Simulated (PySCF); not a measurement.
CHCl₂FOSi, SMILES C(=O)[Si](Cl)(F)Cl.

Coordinates come from a r2SCAN-D4/def2-SVP optimisation. The structure was generated by enumeration, and PubChem lists no compound with its InChIKey, so it may never have been made. The values are those of a single conformer.

All values below come from PySCF with TDA-B3LYP/def2-SVPD.

Vertical excitations. Gas-phase values at a fixed geometry.

| state | energy (eV) | λ (nm) | f | main pairs |
|---|---|---|---|---|
| S1 | 3.27 | 379 | 0.002 | HOMO→LUMO 98 % |
| S2 | 5.92 | 209 | 0.004 | HOMO−1→LUMO 98 % |
| S3 | 6.13 | 202 | 0.004 | HOMO−2→LUMO 95 % |
| S4 | 6.30 | 197 | 0.056 | HOMO→LUMO+1 84 %, HOMO−3→LUMO 14 % |
| S5 | 6.50 | 191 | 0.067 | HOMO−3→LUMO 71 %, HOMO→LUMO+1 12 % |
| S6 | 6.65 | 186 | 0.006 | HOMO−4→LUMO 91 % |
| S7 | 6.79 | 183 | 0.013 | HOMO→LUMO+2 93 % |
| S8 | 7.32 | 169 | 0.017 | HOMO→LUMO+3 94 % |
| S9 | 7.64 | 162 | 0.022 | HOMO→LUMO+4 87 % |
| S10 | 7.87 | 158 | 0.031 | HOMO−1→LUMO+1 85 % |
| T1 | 2.55 | 487 | 0 | HOMO→LUMO 98 % |
| T2 | 5.56 | 223 | 0 | HOMO−6→LUMO 58 %, HOMO−5→LUMO 14 %, HOMO−3→LUMO 14 % |
| T3 | 5.85 | 212 | 0 | HOMO−1→LUMO 91 % |
| T4 | 5.94 | 209 | 0 | HOMO→LUMO+1 90 % |
Triplets are in the Tamm–Dancoff approximation.
